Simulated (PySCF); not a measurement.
Compound: C₄H₈BrN.
Numbering: `[CH3:1]/[C:2]([Br:3])=[CH:4]/[CH2:5][NH2:6]` (hydrogens: H7, H8, H9 on C1; H10 on C4; H11, H12 on C5; H13, H14 on N6)

Computed by this run: PBE0-D3(BJ)/def2-SVP geometry optimisation, gas phase (PySCF); density fitting, grid level 1; the optimiser is geomeTRIC in internal coordinates, started from a GFN2-xTB structure with every atom displaced at random (about 0.01 Å).

Step 0: E = -75786.7987 eV
```
atom  x, y, z in Å  |  force x, y, z in eV/Å
C1      2.1842   -0.8235   -0.3589   -0.817   1.818  -0.232
C2      0.9417    0.0560   -0.4279    2.761  -0.613  -1.739
Br3     0.8965    1.1900   -1.9890    0.064  -0.263   0.267
C4      0.0015    0.0919    0.4578   -3.180   0.733   1.542
C5     -1.3020    0.8964    0.3965    0.345  -0.634   1.021
N6     -2.4987    0.0900    0.2834   -0.080   0.036   0.342
H7      2.1563   -1.4252    0.5293   -0.066  -0.615   0.695
H8      2.2507   -1.4266   -1.2471    0.159  -0.583  -0.638
H9      3.0629   -0.1687   -0.3112    0.222  -0.042  -0.065
H10     0.0442   -0.5754    1.3254    0.292  -0.118  -0.007
H11    -1.4008    1.4839    1.3374    0.161  -0.037  -0.339
H12    -1.2739    1.5918   -0.4305    0.092   0.470  -0.428
H13    -2.4993   -0.4314   -0.5848    0.039  -0.243  -0.091
H14    -2.5732   -0.5699    1.0628    0.007   0.091  -0.330
```

Step 1: E = -75786.9393 eV
```
atom  x, y, z in Å  |  force x, y, z in eV/Å
C1      2.1750   -0.7988   -0.3664    0.064  -0.082   0.130
C2      0.9770    0.0819   -0.4533   -0.427  -0.031   0.223
Br3     1.0453    1.3260   -1.8871    0.003   0.041  -0.146
C4     -0.0707    0.0689    0.3868    0.489  -0.049  -0.102
C5     -1.3218    0.8862    0.3738   -0.144  -0.012  -0.269
N6     -2.5413    0.0907    0.3441    0.021  -0.047  -0.151
H7      2.1285   -1.4103    0.5509   -0.025  -0.006  -0.145
H8      2.2862   -1.4624   -1.2437   -0.124   0.103   0.087
H9      3.0831   -0.1856   -0.3168    0.170   0.048   0.005
H10     0.0082   -0.6630    1.2021   -0.041  -0.043   0.000
H11    -1.3404    1.5325    1.2675   -0.044   0.019   0.023
H12    -1.3243    1.5635   -0.5011    0.052  -0.088   0.177
H13    -2.5216   -0.5286   -0.4705   -0.012   0.129   0.159
H14    -2.5929   -0.5218    1.1567    0.019   0.018   0.012
```

Problem. Estimate the geometry and energy of step 2. (The exact step hangs on the optimiser's Hessian estimate; all steps are aligned on step 1, rigid shifts and turns removed.)

Solution. E = -75786.9457 eV, largest force 0.285 eV/Å
```
atom  x, y, z in Å  |  force x, y, z in eV/Å
C1      2.1835   -0.7822   -0.3639    0.071   0.033   0.033
C2      0.9665    0.0764   -0.4246    0.026  -0.129   0.075
Br3     0.9821    1.2963   -1.8908    0.047  -0.017  -0.024
C4     -0.0628    0.0421    0.4290    0.066   0.193  -0.199
C5     -1.3069    0.8746    0.3713   -0.172  -0.101   0.119
N6     -2.5419    0.1089    0.3177    0.019   0.010  -0.006
H7      2.1606   -1.4117    0.5379   -0.021  -0.023  -0.025
H8      2.2594   -1.4309   -1.2510   -0.009   0.003  -0.009
H9      3.0977   -0.1675   -0.3345   -0.022  -0.014   0.001
H10     0.0057   -0.6934    1.2430    0.011   0.045  -0.024
H11    -1.3452    1.5310    1.2583   -0.008   0.010   0.013
H12    -1.2656    1.5438   -0.5019    0.014  -0.018   0.048
H13    -2.5177   -0.5179   -0.4851   -0.013   0.001  -0.004
H14    -2.6254   -0.4902    1.1376   -0.009   0.006   0.000
```

The energy changes by -0.0064 eV. The first-order estimate −F·Δx gives -0.0273 eV and the mean of the old and new forces, exact on a quadratic surface, -0.0065 eV. The step makes an angle of 79° with the force vector and moves no atom by more than 0.070 Å.

What follows is the cost of the whole optimisation. On an Intel Xeon Platinum 8488C with one thread, no GPU, shared host with 192 logical CPUs at a one-minute load of 80, this took 94 s wall and 0.56 GiB of memory at its peak.
